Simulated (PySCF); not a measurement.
Correlation energy of Ti (titanium, neutral)

[Ar] 3d2 4s1 4p1, one real determinant (an excited configuration). All numbers are calculated (PySCF 2.14, scalar relativity by spin-free X2C-1e, in aug-cc-pVTZ-DK (8s7p5d3f2g, 93 functions)). Frozen: [Ar]; 4 electrons correlated.

MP2 pair energies summed by pair of shells (mhartree):

```
 pair  energy  share (%)
3d-4s   -5.10       33.3
3d-3d   -5.00       32.6
3d-4p   -3.31       21.6
4s-4p   -1.92       12.5
```

Total MP2 correlation energy: -15.34 mhartree.

Same-spin part -15.34 and opposite-spin part 0.00 mhartree; SCS-MP2 scales them by 1/3 and 6/5 to -5.11 mhartree.

The reference is one real determinant that mixes LS terms of this configuration.
